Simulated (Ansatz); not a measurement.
Consider the isomerisation: `OB([SiH3])OCF` → `OCB(F)O[SiH3]`.

Computed with Ansatz on PBE0-D4/def2-TZVP structures; ΔE is electronic, products minus reactants. CCSD(T)/CBS adds triple-zeta CCSD(T) − MP2 to the extrapolated MP2 energy (def2 sets, frozen cores). DFT in def2-TZVPP. B3LYP here is the variant with VWN-RPA as its local correlation; programs differ in this. Each species was taken in one conformer, which may not be the lowest.

Question: Is it downhill or uphill in electronic energy at CCSD(T)/CBS, and by how much? (Estimate.)

Answer: Ansatz gave: Downhill: ΔE = -186.6 kJ/mol.

Question: What do these levels give: ωB97X-V, PBE, B3LYP, CCSD/def2-TZVPP, MP2/CBS(def2), CCSD/CBS(def2)? (Best estimate.)

Answer: The calculation gave: ωB97X-V -176.8, PBE -156.6, B3LYP -177.8, CCSD/def2-TZVPP -186.7, MP2/CBS(def2) -198.6, CCSD/CBS(def2) -191.4 kJ/mol.

Largest T1 diagnostic among the species: 0.013.

In def2-TZVPP, CCSD(T) changes the Hartree–Fock value by +17.9 kJ/mol (the triples alone add +4.8 kJ/mol) and MP2 by +5.8 kJ/mol. From PBE to PBE0 (25 % exact exchange), in def2-TZVPP and without D4, ΔE moves by −12.5 kJ/mol.
